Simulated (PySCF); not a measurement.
Species: C7H7O2 (doublet state).
Structure used (GFN2-xTB), in Å, numbered top down from 1:
```
atom  x, y, z in Å
C1    -2.291   -2.175    0.169
C2    -2.057   -0.857    0.458
C3    -0.837   -0.249    0.341
C4     0.060    0.865    0.419
C5     0.270    2.276    0.739
C6     0.575   -0.304   -0.001
O7     1.608   -1.017   -0.425
C8     2.808   -0.398   -0.568
O9     3.022    0.763   -0.349
H10   -3.269   -2.602    0.279
H11   -1.499   -2.816   -0.174
H12   -2.875   -0.237    0.804
H13    0.102    2.438    1.804
H14   -0.446    2.891    0.194
H15    1.286    2.569    0.483
H16    3.537   -1.139   -0.916
```

The hyperfine couplings belong to this conformer and change with its torsions.

The species is `O=CO[C]1C(=C1C=C)C` [radical].

The calculation used UKS B3LYP, pcH-1 on C H O, non-relativistic, mean-field spin-orbit, GIAO in PySCF 2.14.0. Isolated species at its GFN2-xTB geometry (one conformer only). A GFN2-xTB geometry isn't a minimum of the functional, and hyperfine couplings can be far from their values at a DFT geometry. Stability of the SCF solution: not tested.

The Mulliken spin populations are largest on C1 (+0.67), C3 (+0.42), C2 (-0.18) and C6 (+0.10). The positive populations add up to 1.25 and the negative ones to -0.25, together 2S = 1. The angles at C1 add up to 360.0°, so it is planar; its axial dipolar tensor and the negative couplings of its protons fit spin in a p orbital normal to that plane.

(1) Test a(H) = Q·ρ(C) for the protons on planar carbons with a spin population beyond ±0.08.

Answers

(1) 
```
  H   C    ρ(C)  a(H) (G)  a/ρ (G)
H10  C1  +0.670    -14.77    -22.0
H11  C1  +0.670    -14.11    -21.0
H12  C2  -0.176     +2.33    -13.2
```

A least-squares line through the origin gives Q = -21.3 G with Mulliken populations. Where ρ is negative the coupling is positive.

Couplings in gauss use g_iso = 2.0026.

The SMILES draws the unpaired electron on C6; the largest computed Mulliken spin population is on C1 (0.67 against 0.10).
